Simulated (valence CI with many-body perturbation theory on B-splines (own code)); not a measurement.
## Ladder of approximations for La²⁵⁺

Computed by relativistic CI+MBPT: four valence electrons over a frozen Dirac-Fock core [Ar] 3d10, radial functions for each j: 11 s, 11 p, 9 d, 7 f, 5 g, 2 h, 1 i, with the one-electron correlation potential Σ1, the two-electron term Σ2, the three-electron term Σ3, Breit, model QED; selected CI, second order for the rest (own B-spline code, finite nucleus).

No measured levels were compared; by estimate levels hold to about 250 cm⁻¹ or 0.2 % of their energy and the worst to 1 %, as in measured heavy ions of charge 2 to 7; those with d or f electrons hold less well.

Each rung adds one term. CI alone is the Dirac-Coulomb CI over the frozen core; QED comes last and gives the full result, which names the levels. Energies are above (4s^2 4p1/2^2) J=0 on the same rung, in cm⁻¹.

Levels are named by their leading jj configuration (3d3/2^4 stands for four electrons in 3d with j = 3/2), which in mixed levels can hold well under half, so a name can repeat and another be missing. Letters in brackets count levels of one name in rising energy.

| Level | CI alone |
| --- | --- |
| (4s^2 4p1/2 4p3/2) J=1 | 160478 |
| (4s^2 4p1/2 4p3/2) J=2 | 183139 |
| (4s^2 4p3/2^2) J=2 | 360663 |
| (4s^2 4p3/2^2) J=0 | 412946 |
| (4s 4p1/2^2 4p3/2) J=2 | 606044 |
| (4s 4p1/2^2 4p3/2) J=1 | 688210 |
| (4s 4p1/2 4p3/2^2) J=2 [a] | 760026 |
| (4s 4p1/2 4p3/2^2) J=3 | 801705 |
| (4s 4p1/2 4p3/2^2) J=0 | 848456 |
| (4s 4p1/2 4p3/2^2) J=2 [b] | 867867 |
| (4s 4p1/2 4p3/2^2) J=1 [a] | 869137 |
| (4s 4p1/2 4p3/2^2) J=1 [b] | 920307 |
| (4s^2 4p1/2 4d3/2) J=2 | 953090 |
| (4s 4p3/2^3) J=2 | 1015070 |
| (4s^2 4p1/2 4d5/2) J=3 | 1019270 |
| (4s^2 4p1/2 4d3/2) J=1 | 1041850 |

Problem. What do these energies become with core correlation, Breit and QED?

Solution. (4s^2 4p1/2 4p3/2) J=1 160351 (-127); (4s^2 4p1/2 4p3/2) J=2 182483 (-656); (4s^2 4p3/2^2) J=2 359675 (-989); (4s^2 4p3/2^2) J=0 410995 (-1951); (4s 4p1/2^2 4p3/2) J=2 606853 (+809); (4s 4p1/2^2 4p3/2) J=1 685759 (-2451); (4s 4p1/2 4p3/2^2) J=2 [a] 760402 (+377); (4s 4p1/2 4p3/2^2) J=3 800957 (-748); (4s 4p1/2 4p3/2^2) J=0 846548 (-1908); (4s 4p1/2 4p3/2^2) J=2 [b] 864922 (-2945); (4s 4p1/2 4p3/2^2) J=1 [a] 865851 (-3286); (4s 4p1/2 4p3/2^2) J=1 [b] 910904 (-9403); (4s^2 4p1/2 4d3/2) J=2 948909 (-4181); (4s 4p3/2^3) J=2 1011710 (-3369); (4s^2 4p1/2 4d5/2) J=3 1013800 (-5470); (4s^2 4p1/2 4d3/2) J=1 1031800 (-10048).

Problem. How does the ionisation energy move along the ladder, and which term matters most?

Solution. CI alone 866.32, + Σ1 867.83, + Σ2 867.85, + Σ3 867.74, + Breit 866.97, + QED 867.00 eV. The largest step is Σ1, 1.51 eV. NIST lists 865 ± 4 eV (theoretical).
